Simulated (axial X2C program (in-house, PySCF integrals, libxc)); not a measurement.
Curves of BeIn by EOM-EA-CCSD

Calculated with an axial X2C code built on PySCF integrals: two-component X2C with atomic mean-field Coulomb and Gaunt terms, Gaussian nuclei, basis In dyall-acv3z, Be dyall-acv3z with contracted cores.

Energies in eV from the lowest point of the lowest state; states are followed by energy order within each Ω. Reference: BeIn⁺, 14 electrons correlated in 92 virtual spinors with an MP2 remainder; levels at this size can be off by some tenths of an eV. Masses 114.904 and 9.012 u.

| R (Å) | (1)Ω=1/2 | (1)Ω=3/2 | (2)Ω=1/2 | (3)Ω=1/2 | (2)Ω=3/2 |
| --- | --- | --- | --- | --- | --- |
| 2.393 | 0.0856 | 0.2029 | 0.5218 | 2.4471 | 2.5052 |
| 2.497 | 0.0231 | 0.1462 | 0.3690 | 2.2403 | 2.2980 |
| 2.601 | 0.0000 | 0.1320 | 0.2789 | 2.0952 | 2.1505 |
| 2.718 | 0.0148 | 0.1415 | 0.2390 | 2.0025 | 2.0408 |
| 2.835 | 0.0346 | 0.1782 | 0.2329 | 1.9486 | 1.9826 |
| 2.991 | 0.0706 | 0.2384 | 0.2600 | 1.9371 | 1.9650 |

No minimum in range: (3)Ω=1/2, (2)Ω=3/2; the order of states may turn beyond it. T1 of the reference reaches 0.014 (Lee–Taylor). Curves followed by order can swap character. Number of frozen shells: In 4 s, 3 p, 1 d; Be 1 s. Roots with under 60 % one-particle weight at any point are counted in the labels but not shown, and the list ends where the roots sought for some Ω run out; states that need a further excitation are missing and may lie low or lowest. Curves with a minimum but no constants failed the fit check.
